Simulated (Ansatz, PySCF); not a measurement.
Species: BeCl₂, charge 0, multiplicity 1. 
Coordinates optimised at B3LYP-D3(BJ)/def2-TZVP (Ansatz, a first-principles code):
```xyz
3

Be     0.0000     0.0000     0.0000
Cl     0.0000     0.0000    -1.8041
Cl     0.0000     0.0000     1.8041
```
Charge 0, spin multiplicity 1.

Wanted: atomisation energy (electronic, to ground-state atoms), in kcal/mol. Correlated levels leave the core frozen unless marked. UHF or UKS for open shells. Spin-orbit coupling is left out. Non-relativistic. The coupled-cluster limit lacks core correlation, which all-electron functionals hold. Basis-set limits of correlation are two-point, X^-3; Hartree-Fock from the larger set.

| level | program | atomisation energy (kcal/mol) |
|---|---|---|
| B3LYP/def2-TZVPD | Ansatz | 220.0 |
| PBE0/6-31G* | Ansatz | 227.3 |
| BHLYP-D3(BJ)/def2-TZVPD | Ansatz + dftd3 | 218.6 |
| r2SCAN0-D4/def2-TZVPD | Ansatz + dftd4 | 226.7 |
| M06-2X/def2-TZVPD | PySCF | 226.4 |
| CAM-B3LYP/def2-TZVPD | Ansatz | 221.6 |
| B2PLYP-D3(BJ)/def2-TZVPD | Ansatz + dftd3 | 221.9 |
| MP2/def2-SVP | Ansatz | 210.6 |
| MP2/def2-SVPD | Ansatz | 215.0 |
| CCSD(T)/CBS(def2-TZVPPD,def2-QZVPPD) | Ansatz | 224.1 |
